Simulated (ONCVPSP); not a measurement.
**Logarithmic derivatives: hafnium (Hf), ONCV**

```json
{
  "Element": "Hf (Z = 72)",
  "Generator": "ONCVPSP 4.0.1",
  "Type": "optimised norm-conserving Vanderbilt (ONCV)",
  "Functional": "Wu-Cohen",
  "Relativity": "scalar-relativistic",
  "Frozen core": "[Kr] 4d10",
  "Valence charge": "26",
  "Reference configuration": "4f14 5s2 5p6 5d3 6s1",
  "Partial waves": "5s+6s: rc 1.55 bohr, ncon 4, nbas 8, qcut 6.8 1/bohr, 2 projectors; 5p: rc 1.95 bohr, ncon 4, nbas 7, qcut 9 1/bohr, 2 projectors, debl 2.6 Ha; 5d: rc 2.15 bohr, ncon 5, nbas 9, qcut 4.5 1/bohr, 3 projectors, debl 3.6 Ha; 4f: rc 0.80 bohr, ncon 5, nbas 10, qcut 22.6 1/bohr, 2 projectors, debl 3.1 Ha",
  "Local potential": "polynomial inside 0.75 bohr (lpopt 4, dvloc0 2 Ha)",
  "Core correction": "none"
}
```

The phase is arctan(r·R′/R) of the radial function R(r), unwrapped; energies in Ha, scanned from -4 to 5 Ha. A pole is an energy at which the radial function vanishes at the test radius. The pseudo phase is shifted by a multiple of π to meet the all-electron one at the reference energy, and phase errors are pseudo minus all-electron; the curves can meet again beyond the range given. Levels narrower than the energy grid can be missing from the lists of poles.

| channel | radius (bohr) | reference energy (Ha) | poles, all-electron | poles, pseudo | unbroken range about the reference energy with phases within 0.05 rad | phase error 1 Ha above the reference energy (rad) |
| --- | --- | --- | --- | --- | --- | --- |
| s | 1.57 | -0.17 | -1.38 | -3.67, -1.38 | above -3.6 | +0.000 |
| p | 1.98 | -1.26 | -0.79 | -0.79 | the whole range | -0.000 |
| d | 2.18 | -0.07 | 0.82 | 0.82 | the whole range | -0.000 |
| f | 0.81 | -0.57 | 2.41 | 2.41 | the whole range | +0.000 |

Note: ghosts flagged at negative energy: s at -100.1 eV; GHOST(+) flagged for p at 154.8 eV, d at 551.3 eV. A true bound ghost makes a file unfit for plane-wave use.

Phases in the f channel:

| E (Ha) | all-electron | pseudo |
| --- | --- | --- |
| -3.98 | 0.541 | 0.541 |
| -3.50 | 0.357 | 0.357 |
| -3.02 | 0.117 | 0.117 |
| -2.54 | -0.173 | -0.173 |
| -2.06 | -0.474 | -0.474 |
| -1.58 | -0.741 | -0.741 |
| -1.10 | -0.953 | -0.953 |
| -0.62 | -1.113 | -1.113 |
| -0.14 | -1.234 | -1.234 |
| 0.34 | -1.327 | -1.327 |
| 0.82 | -1.402 | -1.402 |
| 1.30 | -1.462 | -1.462 |
| 1.78 | -1.514 | -1.514 |
| 2.26 | -1.558 | -1.558 |
| 2.74 | -1.598 | -1.598 |
| 3.22 | -1.634 | -1.634 |
| 3.70 | -1.668 | -1.668 |
| 4.18 | -1.700 | -1.700 |
| 4.66 | -1.732 | -1.732 |
